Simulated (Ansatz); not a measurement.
This geometry of C2H9ClSi2 (14 atoms, charge 0, multiplicity 1) is a first-order saddle point.

Method: RKS LDA/def2-SVP in Ansatz.

```xyz
14
Properties=species:S:1:pos:R:3
C -2.035 1.136 1.155
Si -0.751 0.933 -0.210
Si 0.675 -0.869 0.211
C 1.961 -1.052 -1.160
Cl 3.035 -2.431 -0.814
H -3.060 1.045 0.743
H -1.944 2.134 1.630
H -1.916 0.368 1.948
H -1.414 0.712 -1.549
H 0.090 2.179 -0.354
H 1.400 -0.673 1.519
H -0.110 -2.154 0.300
H 1.473 -1.223 -2.143
H 2.582 -0.135 -1.247
```

Question: Which two structures does it join? (They come from a converged band through this point; their orientation in space is the band's.)

Answer: No bond is made or broken. The dihedral H7–C1–Si2–Si3 goes from 180 to 60°. The two ends are copies of one structure, up to a mirror image or an exchange of like atoms.

Image 0:

```xyz
14
Properties=species:S:1:pos:R:3
C -1.893 1.259 1.252
Si -0.602 1.053 -0.093
Si 0.535 -0.980 0.107
C 1.834 -1.164 -1.252
Cl 2.693 -2.717 -1.081
H -2.646 0.445 1.201
H -2.422 2.229 1.143
H -1.420 1.231 2.257
H -1.246 1.113 -1.458
H 0.408 2.175 -0.032
H 1.230 -1.065 1.442
H -0.428 -2.136 0.002
H 1.363 -1.132 -2.258
H 2.580 -0.342 -1.202
```

Image 10:

```xyz
14
Properties=species:S:1:pos:R:3
C -2.047 1.125 1.126
Si -0.766 0.922 -0.229
Si 0.682 -0.855 0.225
C 1.980 -1.043 -1.134
Cl 3.071 -2.403 -0.762
H -2.728 1.972 0.901
H -1.556 1.323 2.102
H -2.659 0.204 1.227
H -1.438 0.672 -1.560
H 0.051 2.185 -0.378
H 1.397 -0.628 1.533
H -0.087 -2.148 0.328
H 1.500 -1.235 -2.118
H 2.589 -0.119 -1.232
```

Question: How far does it lie above each of them?

Answer: 0.068 eV above the first and 0.068 eV above the second. This is the barrier of this one path; another mechanism may lie lower.

Run time: 99 s on 2 threads of Arm Neoverse N1, on a shared host, peak memory 0.17 GiB.
